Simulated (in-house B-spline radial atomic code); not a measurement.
Orbital energies and mean radii along the 51-electron series, configuration [Kr] 4d10 4f3 5s2. The effective charge is n√(-2ε), a non-relativistic measure. Computed with a B-spline radial code for spherical atoms: non-relativistic Hartree-Fock, average of the configuration, point nuclei.

This level leaves out relativity, spin-orbit splitting included, which matters for heavy ions.

| ion | Z | energy of 4p (Eh) | mean radius of 4p (bohr) | energy of 3d (Eh) | mean radius of 3d (bohr) | effective charge of 4p |
| --- | --- | --- | --- | --- | --- | --- |
| Pm10+ | 61 | -15.367 | 0.63549 | -45.798 | 0.2364 | 22.175 |
| Sm11+ | 62 | -16.893 | 0.61832 | -48.989 | 0.23125 | 23.25 |
| Eu12+ | 63 | -18.49 | 0.602 | -52.301 | 0.22631 | 24.324 |
